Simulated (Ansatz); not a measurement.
Basis-set series for C2H5ClSi2 (`[SiH3]C#C[SiH2]Cl`). Total charge 0; spin multiplicity 1. The geometry is a stationary point of PBE0-D4/def2-TZVP.

```tsv
functional	basis	functions	energy (Eh)	HOMO (eV)	LUMO (eV)
PBE0-D4	def2-SVP	107	-1117.51999	-8.36	-1.07
PBE0-D4	def2-TZVPP	258	-1117.97258	-8.41	-1.22
ωB97M-V	def2-SVP	107	-1117.90621	-10.52	0.99
ωB97M-V	def2-TZVPP	258	-1118.36244	-10.60	0.76
```

Problem. Give the rows for def2-QZVPP. (Estimate.)

Solution. The calculation gave: 
```csv
functional,basis,functions,energy (Eh),HOMO (eV),LUMO (eV)
PBE0-D4,def2-QZVPP,474,-1118.00998,-8.42,-1.26
ωB97M-V,def2-QZVPP,474,-1118.39702,-10.61,0.66
```

Positive LUMOs are unbound and depend on the basis.

All numbers were calculated with Ansatz.
